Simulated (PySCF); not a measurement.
# Electron correlation in Ne⁺ (neon, charge +1)

[He] 2s1 2p6, 2S determinant (an excited configuration). Computed with PySCF 2.14 in x2c-TZVPPall (5s3p2d1f, 31 functions), with the spin-free X2C one-electron Hamiltonian (Gaussian nucleus). Frozen: 1s2; 7 electrons correlated.

```csv
level,correlation energy (mhartree)
CCSD,-294.43
(T),-6.41
CCSD(T),-300.84
CCSDT,-301.18
```

Diagnostics: T1 = 0.0059, D1 = 0.0175, largest double amplitude 0.058.

Cost of the coupled-cluster step: of the order of 0.9 core-seconds, for 7 correlated electrons.
